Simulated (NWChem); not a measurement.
Species: GeF cation, singlet

```xyz
2

F      0.0000     0.0000    -1.3323
Ge     0.0000     0.0000     0.3766
```
Atoms are numbered in this order, from 1.

All runs: NWChem. Pople sets run with spherical d functions. Low-valent species are run as closed-shell singlets; no triplet was tried in these runs. The geometry was optimised at PBE-D3(BJ)/def2-SVP. Vzz is the largest principal value of the second derivative of the potential at the nucleus (NWChem prints the opposite sign); η is the asymmetry. Non-relativistic.

| level | Vzz Ge2 (a.u.) | η Ge2 | relative time |
|---|---|---|---|
| CAM-B3LYP/6-31G* | -2.848 | 0.00 | 2 |
| CAM-B3LYP/cc-pVTZ | -3.636 | 0.00 | 20 |
| PBE0/def2-SVP | -3.062 | 0.00 | 1 |
| PBE0/cc-pVTZ | -3.593 | 0.00 | 20 |

Times are rough ratios from one shared machine.
